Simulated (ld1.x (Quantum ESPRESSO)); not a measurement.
# Building the ultrasoft potential for Sc (Z = 21) (PBE, scalar-relativistic).

ld1.x (Quantum ESPRESSO) 7.5 was run on this input:

```
&input
   title='Sc', zed=21., rel=1, dft='PBE', iswitch=3,
   config='[Ar] 3d1 4s1.5 4p0.5',
   nld=3, rlderiv=2.00, eminld=-6.0, emaxld=5.0, deld=0.02
 /
 &inputp
   pseudotype=3, tm=.true., lloc=-1, rcloc=1.70,
   nlcc=.false.,
   which_augfun='PSQ', rmatch_augfun=1.15,
   file_pseudopw='Sc.UPF', file_wfcaegen='ae.wfc', file_wfcncgen='nc.wfc', file_beta='beta', file_chi='chi', file_wfcusgen='us.wfc'
 /
6
3S  1  0   2.00   0.00  1.45  1.60  0.0
4S  2  0   1.50   0.00  1.45  1.60  0.0
3P  2  1   6.00   0.00  1.60  1.85  0.0
4P  3  1   0.50   0.00  1.60  1.85  0.0
3D  3  2   1.00   0.00  1.10  1.50  0.0
3D  3  2   0.00   0.50  1.10  1.50  0.0
 &test
   configts(1)='3s2 3p6 3d1 4s1.5 4p0.5'
 /
```

Command:

```bash
ld1.x < Sc.in > Sc.out
```

Output (shortened: banner, matrices, multipoles, cross overlaps and the repeated all-electron block are left out):

```
[... start of the log left out ...]

     normalization and overlap integrals

     s(1S/1S) =  1.000000  <r> =   0.0730  <r2> =    0.0072  r(max) =   0.0476
     s(2S/2S) =  1.000000  <r> =   0.3435  <r2> =    0.1396  r(max) =   0.2845
     s(2P/2P) =  1.000000  <r> =   0.3077  <r2> =    0.1170  r(max) =   0.2329
     s(3S/3S) =  1.000000  <r> =   1.0747  <r2> =    1.3326  r(max) =   0.9213
     s(3P/3P) =  1.000000  <r> =   1.1679  <r2> =    1.6082  r(max) =   0.9685
     s(3D/3D) =  1.000000  <r> =   1.8280  <r2> =    4.5690  r(max) =   1.0974
     s(4S/4S) =  1.000000  <r> =   3.6826  <r2> =   15.5893  r(max) =   3.0971
     s(4P/4P) =  1.000000  <r> =   4.9672  <r2> =   28.8733  r(max) =   3.9768

     ------------------------ End of All-electron run ------------------------

     --------------------- Generating US pseudopotential ---------------------

      Generating local potential from pseudized AE potential:
      Matching radius rcloc =   1.7000

      Local pseudo, rcloc= 1.700 Estimated cut-off energy=     8.53 Ry
      Wfc-us  3S rcutus= 1.617  Estimated cut-off energy=    20.22 Ry
      Wfc-us  4S rcutus= 1.617  Estimated cut-off energy=    40.10 Ry
      Wfc-us  3P rcutus= 1.832  Estimated cut-off energy=    24.91 Ry
      Wfc-us  4P rcutus= 1.832  Estimated cut-off energy=    45.99 Ry
      Wfc-us  3D rcutus= 1.500  Estimated cut-off energy=    50.16 Ry
      Wfc-us  3D rcutus= 1.500  Estimated cut-off energy=    53.32 Ry

     Q pseudized with Bessel functions
     Expected ecutrho=     314.7395 due to l1=  2   l2=  2

 %%%%%%%%%%%%%%%%%%%%%%%%%%%%%%%%%%%%%%%%%%%%%%%%%%%%%%%%%%%%%%%%%%%%%%%%%%%%%%
     Error in routine chargeps (1):
     negative rho
 %%%%%%%%%%%%%%%%%%%%%%%%%%%%%%%%%%%%%%%%%%%%%%%%%%%%%%%%%%%%%%%%%%%%%%%%%%%%%%

     stopping ...
```

The run stopped because the spherical valence density built from the smooth waves and the augmentation charge turned negative at some radius.

The run took about 0.16 s on one core of a shared server CPU.
